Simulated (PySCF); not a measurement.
# Field gradients at the hydrogen positions

Species: C5H6N2O.
Numbering: `[CH3:1][C:2](=[O:3])[NH:4]/[CH:5]=[CH:6]/[C:7]#[N:8]` (hydrogens: H9, H10, H11 on C1; H12 on N4; H13 on C5; H14 on C6)

Geometry (GFN2-xTB, Å), atoms numbered from 1 in this order:
```
atom  x, y, z in Å
C1    -2.550    0.490   -0.322
C2    -1.098    0.896   -0.355
O3    -0.692    1.987   -0.665
N4    -0.248   -0.128    0.014
C5     1.116    0.009    0.065
C6     1.951   -0.974    0.426
C7     3.341   -0.793    0.471
N8     4.481   -0.675    0.523
H9    -3.165    1.331   -0.630
H10   -2.722   -0.346   -0.997
H11   -2.832    0.191    0.685
H12   -0.644   -1.024    0.264
H13    1.467    0.993   -0.214
H14    1.594   -1.958    0.704
```

Level: PBE0/pcSseg-1 (PySCF, non-relativistic); Q(2H) = 0.00286 b; rigid geometry, the same for H and D, with no vibrational averaging.

Question: Rank these positions by the coupling χzz of a deuteron there, largest first.
A. H10 (methyl hydrogen)
B. H14 (vinylic hydrogen)
C. H12 (amide N–H hydrogen)

Answer: C (264 kHz), B (217 kHz), A (209 kHz).

Q: Tabulate Vzz, the asymmetry η and χzz = 234.96 MHz × Q × Vzz for every hydrogen position.

A: 
| atom | bonded to | bond length (Å) | Vzz (au) | η | χzz (kHz) |
| --- | --- | --- | --- | --- | --- |
| H9 | C1 | 1.086 | 0.3124 | 0.02 | 210 |
| H10 | C1 | 1.088 | 0.3108 | 0.04 | 209 |
| H11 | C1 | 1.088 | 0.3108 | 0.03 | 209 |
| H12 | N4 | 1.011 | 0.3926 | 0.20 | 264 |
| H13 | C5 | 1.081 | 0.3078 | 0.06 | 207 |
| H14 | C6 | 1.083 | 0.3234 | 0.13 | 217 |

Q: Average by the element that carries the hydrogen.

A: on C: 210 kHz over 5 positions, mean bond length 1.085 Å; on N: 264 kHz over 1 position, mean bond length 1.011 Å.

Geometry: GFN2-xTB, one conformer, isolated molecule. GFN2-xTB bond lengths can be off by several hundredths of an ångström, more for odd bonds, and the gradients follow them. The small basis limits the accuracy of the gradients.

The run behind these numbers computed NMR shieldings as well. Hardware: an Arm Neoverse N1 with one thread, no GPU (shared host). Cost: 35 s.
